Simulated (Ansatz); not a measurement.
```yaml
crystal:
  periodic: [false, false, false]
  atoms:
    - {symbol: C, position_ang: [3.906965, -0.695858, 1.286883]}
    - {symbol: O, position_ang: [2.701563, -1.383503, 1.392132]}
    - {symbol: Au, position_ang: [1.040433, -0.658552, 0.606822]}
    - {symbol: P, position_ang: [-0.875898, 0.064160, -0.236178]}
    - {symbol: C, position_ang: [-0.830411, 0.458720, -2.008441]}
    - {symbol: C, position_ang: [-2.262189, -1.100963, -0.095766]}
    - {symbol: C, position_ang: [-1.522486, 1.585539, 0.516517]}
    - {symbol: H, position_ang: [4.236733, -0.546860, 0.246003]}
    - {symbol: H, position_ang: [3.887727, 0.297119, 1.764371]}
    - {symbol: H, position_ang: [4.692208, -1.277417, 1.790636]}
    - {symbol: H, position_ang: [-0.544936, -0.432529, -2.568907]}
    - {symbol: H, position_ang: [-1.802534, 0.813522, -2.359132]}
    - {symbol: H, position_ang: [-0.077746, 1.227696, -2.188078]}
    - {symbol: H, position_ang: [-3.173534, -0.683703, -0.530712]}
    - {symbol: H, position_ang: [-2.007194, -2.029104, -0.609095]}
    - {symbol: H, position_ang: [-2.435246, -1.331545, 0.956323]}
    - {symbol: H, position_ang: [-0.788728, 2.384710, 0.402401]}
    - {symbol: H, position_ang: [-1.680957, 1.420854, 1.583165]}
    - {symbol: H, position_ang: [-2.463740, 1.887713, 0.051049]}
basis:
  gaussian: {orbitals: def2-TZVPD}
magnetization: {spin_polarized: true, initial_magnetization: 6}
hamiltonian: {xc: {name: r2SCAN0}, dispersion: d3bj}
accuracy: high
output: {forces: true}
```

```sh
$ ansatz run in.yaml --threads 4 --pin off --events-out ev --progress --plain --max-ram 66560MiB --backend cuda --devices 0, --max-vram 37GiB
```

Shortened log:

```
Warning: the engine holds no damping parameters fitted to this dispersion correction and functional, so the run takes those fitted to r2scan0 beside the three-body term, which d3bj leaves out (hamiltonian.dispersion, under Limitations)
Functional definition: r2SCAN0
6507 factors; integrals over basis functions are off by at most 2.7e-8 eV
mean field evaluation 1: about -19323.2193 eV, gradient 7.9e1 eV
mean field evaluation 2: about -19197.7145 eV, gradient 1.7e2 eV
mean field evaluation 4: about -19330.2232 eV, gradient 6.6e1 eV
mean field evaluation 8: about -19356.0767 eV, gradient 1.6e0 eV
mean field evaluation 16: about -19356.6812 eV, gradient 1.4e-1 eV
mean field evaluation 32: about -19356.6832 eV, gradient 3.8e-3 eV
mean field evaluation 64: about -19356.6832 eV, gradient 4.9e-6 eV
mean field -19356.68324821 eV, -711.3449889404 hartree, gradient 9.3e-8 eV, S^2 12.019418; 6 other end points of the search recorded, 0 dependent functions left out
reference -19356.68325561 eV, -711.3449892126 hartree; 42, 36 occupied and 340, 346 virtual orbitals, 6507 factors
Total energy: -19356.86285454 eV, -711.3515893515 hartree
Atom 0 at     3.906965    -0.695858     1.286883 Å, force     0.927567    -0.448029     0.458837 eV/Å
Atom 1 at     2.701563    -1.383503     1.392132 Å, force     4.471063    -0.046845     1.051236 eV/Å
Atom 2 at     1.040433    -0.658552     0.606822 Å, force    -0.562802    -0.776833     0.319194 eV/Å
Atom 3 at    -0.875898     0.064160    -0.236178 Å, force    -3.115622     1.951266    -1.820057 eV/Å
Atom 4 at    -0.830411     0.458720    -2.008441 Å, force     0.259936    -0.001600    -0.384151 eV/Å
Atom 5 at    -2.262189    -1.100963    -0.095766 Å, force    -0.063275    -0.743385     0.315619 eV/Å
Atom 6 at    -1.522486     1.585539     0.516517 Å, force     0.095354     0.339078     0.373913 eV/Å
Atom 7 at     4.236733    -0.546860     0.246003 Å, force    -0.694942    -0.177303    -0.048382 eV/Å
Atom 8 at     3.887727     0.297119     1.764371 Å, force    -0.691278    -0.187108    -0.065850 eV/Å
Atom 9 at     4.692208    -1.277417     1.790636 Å, force    -0.205292    -0.179257     0.053316 eV/Å
Atom 10 at    -0.544936    -0.432529    -2.568907 Å, force    -0.063508     0.114599     0.115575 eV/Å
Atom 11 at    -1.802534     0.813522    -2.359132 Å, force    -0.107896     0.025005    -0.004274 eV/Å
Atom 12 at    -0.077746     1.227696    -2.188078 Å, force    -0.129256    -0.102636     0.078020 eV/Å
Atom 13 at    -3.173534    -0.683703    -0.530712 Å, force     0.016005     0.186802    -0.080505 eV/Å
Atom 14 at    -2.007194    -2.029104    -0.609095 Å, force    -0.013551     0.161562     0.064584 eV/Å
Atom 15 at    -2.435246    -1.331545     0.956323 Å, force     0.050026     0.063177    -0.154724 eV/Å
Atom 16 at    -0.788728     2.384710     0.402401 Å, force    -0.101352    -0.148251    -0.025750 eV/Å
Atom 17 at    -1.680957     1.420854     1.583165 Å, force     0.017617    -0.013339    -0.172477 eV/Å
Atom 18 at    -2.463740     1.887713     0.051049 Å, force    -0.088794    -0.016903    -0.074123 eV/Å
Dipole moment:     0.136381     0.331969    -0.155525 e Å
```

In this input the spin is set far too high for this molecule. Self-consistency was reached. The result belongs to that input, not to the molecule as meant.
